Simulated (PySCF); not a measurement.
How methods differ on the excitation energy of Si

Si [Ne] 3s2 3p2 (3P) → Si [Ne] 3s2 3p1 3d1 (high-spin determinant), as a difference of total energies. Calculation: PySCF 2.14, in dyall-av2z (13s9p2d, 50 functions); no relativity, point nucleus. Correlated levels: valence: [Ne] frozen; virtual orbitals above 40 to 60 times the deepest correlated orbital energy dropped. The calculations carry no spin-orbit coupling.

```json
{"method": "UHF", "excitation energy (cm⁻¹)": "61036"}
{"method": "LDA", "excitation energy (cm⁻¹)": "55883"}
{"method": "PBE", "excitation energy (cm⁻¹)": "55047"}
{"method": "PBE0", "excitation energy (cm⁻¹)": "57025"}
{"method": "r2SCAN", "excitation energy (cm⁻¹)": "57921"}
{"method": "B3LYP", "excitation energy (cm⁻¹)": "56285"}
{"method": "wB97X-V", "excitation energy (cm⁻¹)": "60084"}
{"method": "PW91", "excitation energy (cm⁻¹)": "55212"}
{"method": "BP86", "excitation energy (cm⁻¹)": "54814"}
{"method": "MP2 (valence)", "excitation energy (cm⁻¹)": "61363"}
{"method": "SCS-MP2 (valence)", "excitation energy (cm⁻¹)": "60854"}
```

The promoted electron is Rydberg-like, and one or two diffuse shells describe it only roughly, which tends to raise the upper state.

In the upper state the promoted electron has a positive orbital energy at LDA, PBE, PBE0, r2SCAN, B3LYP, PW91, BP86, so the basis confines it.

The determinant of the upper state mixes LS terms, which raises its energy above the lowest term, most at the Hartree-Fock and MP2 levels.
